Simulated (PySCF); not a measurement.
# Polarisability of `C[n+]1cocc1CF`

Compound: C5H7FNO (charge +1).
Cartesian coordinates in Å at the GFN2-xTB level; atoms count from 1:
```
atom  x, y, z in Å
C1    -1.5322    0.0570    0.8740
N2    -0.4102   -0.5393    0.2037
C3    -0.1645   -1.8278    0.0535
O4     0.9416   -2.0196   -0.6014
C5     1.4587   -0.8186   -0.8908
C6     0.6264    0.1444   -0.4010
C7     0.7209    1.6336   -0.4179
F8     0.5650    2.1083    0.8534
H9    -2.0819    0.6985    0.1833
H10   -2.1934   -0.7200    1.2494
H11   -1.1861    0.6743    1.7053
H12   -0.7598   -2.6514    0.4078
H13    2.3851   -0.7675   -1.4308
H14    1.7007    1.9555   -0.7820
H15   -0.0747    2.0806   -1.0286
```

Level: wB97X-D/def2-SVPD (PySCF), static field, nuclei fixed, core orbitals frozen in the response. The polarisability tensor in these axes (au):

```
x    62.54  -0.31 -11.63
y    -0.31  71.11   1.14
z   -11.63   1.14  50.48
```

Give the principal values, the mean and the anisotropy Δα = √{½[(α1 − α2)² + (α2 − α3)² + (α1 − α3)²]}.

Principal values 43.39, 69.22 and 71.52 au; mean 61.38 au = 9.09 Å³ = 10.12 × 10⁻⁴⁰ C²·m²/J; Δα = 27.05 au (44 % of the mean).

What depolarisation ratio follows for Rayleigh scattering of linearly polarised light, taking the static tensor?

ρ = 3Δα²/(45ᾱ² + 4Δα²) = 2195.7/(169514 + 2927.6) = 0.0127.

Directions of the eigenvectors, and the extent of the frame along each?

Largest value along (-0.34, 0.91, 0.24), where the nuclei span 4.23 Å; middle along (0.79, 0.41, -0.46), 5.10 Å; least along (0.52, -0.03, 0.85), 1.94 Å. The strongest response doesn't lie along the longest of the three spans.

Sum over states: ᾱ = Σ f/ω², ω in Eh. What share falls to these 8 lowest TDDFT singlets (eV, f)? 6.12, 0.1329; 7.32, 0.0732; 8.23, 0.0433; 8.30, 0.1963; 8.41, 0.0569; 8.63, 0.1436; 8.71, 0.0288; 8.80, 0.0160.

They add up to 8.68 au, 14.1 % of the 61.38 au; the largest single term is 2.62 au, from the state at 6.12 eV. Terms in order: 2.62, 1.01, 0.47, 2.11, 0.60, 1.43, 0.28, 0.15 au. Higher excitations give the rest. The strengths listed sum to 0.691.

Traceless (Buckingham) quadrupole moment about the centre of nuclear charge: eigenvalues?

-14.94, 0.09, 14.85 D·Å. The values depend on the origin, since the species is charged. The electronic extent ⟨r²⟩ about the same centre is 869 bohr², a root-mean-square distance of 2.01 Å for the 60 electrons.

The structure is a single GFN2-xTB conformer in the gas phase; no vibrational or solvent corrections.

wB97X-D is run here without its empirical dispersion term; that term would change no orbital, density or response property at a fixed geometry.
